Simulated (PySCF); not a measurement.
**SMILES Cl[C@@]1(CO)C=C1F, C4H4ClFO**

Molfile (atoms numbered from 1):
```
C4H4ClFO
     RDKit          3D

 11 11  0  0  0  0  0  0  0  0999 V2000
   -1.5384   -1.1458   -0.8888 O   0  0  0  0  0  0  0  0  0  0  0  0
   -0.8710    0.0584   -0.6358 C   0  0  0  0  0  0  0  0  0  0  0  0
    0.0091   -0.0313    0.6099 C   0  0  2  0  0  0  0  0  0  0  0  0
    1.4481    1.0209    0.4876 Cl  0  0  0  0  0  0  0  0  0  0  0  0
    0.1014   -1.3005    1.4254 C   0  0  0  0  0  0  0  0  0  0  0  0
   -0.5384   -0.2951    1.9525 C   0  0  0  0  0  0  0  0  0  0  0  0
   -1.2259    0.1985    2.9554 F   0  0  0  0  0  0  0  0  0  0  0  0
   -2.1787   -1.3186   -0.1891 H   0  0  0  0  0  0  0  0  0  0  0  0
   -1.5710    0.9001   -0.5396 H   0  0  0  0  0  0  0  0  0  0  0  0
   -0.2370    0.2330   -1.5082 H   0  0  0  0  0  0  0  0  0  0  0  0
    0.4934   -2.2859    1.4719 H   0  0  0  0  0  0  0  0  0  0  0  0
  1  2  1  0
  2  3  1  0
  3  4  1  1
  3  5  1  0
  5  6  2  0
  6  7  1  0
  6  3  1  0
  1  8  1  0
  2  9  1  0
  2 10  1  0
  5 11  1  0
M  END
```

Computed, not measured: TDDFT LC-wPBE/def2-SVPD circular dichroism and optical rotation, one conformer, gas phase (PySCF 2.14.0). Geometry: GFN2-xTB, dihedral held. The dihedral O1–C2–C3–C5 is held at 0°.

(1) Draw the ECD and absorption spectra from the lowest 8 states, each a Gaussian of half-width 0.2 eV at 1/e height.

Results:

(1) 
| E (eV) | λ (nm) | Δε (L mol⁻¹ cm⁻¹) | ε (L mol⁻¹ cm⁻¹) |
| --- | --- | --- | --- |
| 6.50 | 191 | +0.02 | 0.302 |
| 6.60 | 188 | +0.15 | 2.88 |
| 6.70 | 185 | +0.88 | 16.8 |
| 6.80 | 182 | +3.02 | 64.1 |
| 6.90 | 180 | +5.97 | 192 |
| 7.00 | 177 | +4.95 | 616 |
| 7.10 | 175 | -6.94 | 1940 |
| 7.20 | 172 | -29.57 | 4430 |
| 7.30 | 170 | -48.90 | 6510 |
| 7.40 | 168 | -50.66 | 6210 |
| 7.50 | 165 | -38.83 | 4380 |
| 7.60 | 163 | -22.75 | 3110 |
| 7.70 | 161 | -5.84 | 2930 |
| 7.80 | 159 | +5.85 | 3140 |
| 7.90 | 157 | +6.81 | 2850 |
| 8.00 | 155 | -1.64 | 1950 |
| 8.10 | 153 | -16.01 | 1150 |

Δε uses R in velocity form, ε uses f in length form. Only the states computed contribute, so the short-wavelength end is incomplete.
